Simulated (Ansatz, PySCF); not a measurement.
Gas-phase reaction in SMILES: BN (BNH4) + H+ → B[NH3+]
Structures are relaxed separately at B3LYP-D3(BJ)/def2-TZVP in Ansatz (a quantum-chemistry and plane-wave program), one conformer each, not searched for the lowest. Frequencies are from Ansatz or PySCF.

Wanted: proton affinity (enthalpy at 298 K, with B3LYP-D3(BJ) rigid-rotor harmonic-oscillator terms), positive where the reaction releases energy, in kcal/mol. Cores are frozen in the correlated levels unless marked. No spin-orbit coupling. Non-relativistic. Basis-set limits of correlation are two-point, X^-3; Hartree-Fock from the larger set. The bracket is a focal-point correction in the basis named.

| level | program | proton affinity (kcal/mol) | minus last row |
|---|---|---|---|
| M06-L-D4/def2-TZVPD | PySCF + dftd4 | 180.3 | -0.7 |
| r2SCAN-D3(BJ)/def2-TZVPD | Ansatz + dftd3 | 179.6 | -1.4 |
| B3LYP/def2-TZVPD | Ansatz | 179.2 | -1.8 |
| r2SCANh/def2-TZVPD | Ansatz | 180.0 | -1.0 |
| PW6B95/def2-TZVPD | PySCF | 179.2 | -1.8 |
| CAM-B3LYP-D4/def2-TZVPD | Ansatz + dftd4 | 177.7 | -3.3 |
| LC-wPBE-D3(BJ)/def2-TZVPD | Ansatz + dftd3 | 181.4 | 0.4 |
| wB97X/def2-TZVPD | Ansatz | 181.8 | 0.8 |
| RPA@PBE/cc-pVTZ | Ansatz | 186.1 | 5.1 |
| MP2/cc-pVDZ | Ansatz | 183.8 | 2.8 |
| RI-MP2/aug-cc-pVTZ | Ansatz | 180.3 | -0.7 |
| SCS-MP2/6-31G* | Ansatz | 185.3 | 4.3 |
| CCSD/6-31G | Ansatz | 185.5 | 4.5 |
| CCSD/cc-pVTZ | Ansatz | 184.1 | 3.1 |
| CCSD/cc-pwCVTZ | Ansatz | 183.8 | 2.8 |
| CCSD(T)/6-31G | Ansatz | 184.8 | 3.8 |
| CCSD(T)/cc-pVDZ | Ansatz | 185.1 | 4.1 |
| CCSD(T)/def2-SVPD | Ansatz | 180.6 | -0.4 |
| RI-MP2/CBS(def2-TZVPP,def2-QZVPP)+[CCSD(T)-MP2]/def2-SVP | Ansatz | 180.8 | -0.2 |
| RI-MP2/CBS(cc-pVTZ,cc-pVQZ)+[CCSD(T)-MP2]/cc-pVTZ | Ansatz | 180.9 | -0.1 |
| CCSD(T)/CBS(cc-pVTZ,cc-pVQZ) | Ansatz | 181.0 | 0.0 |
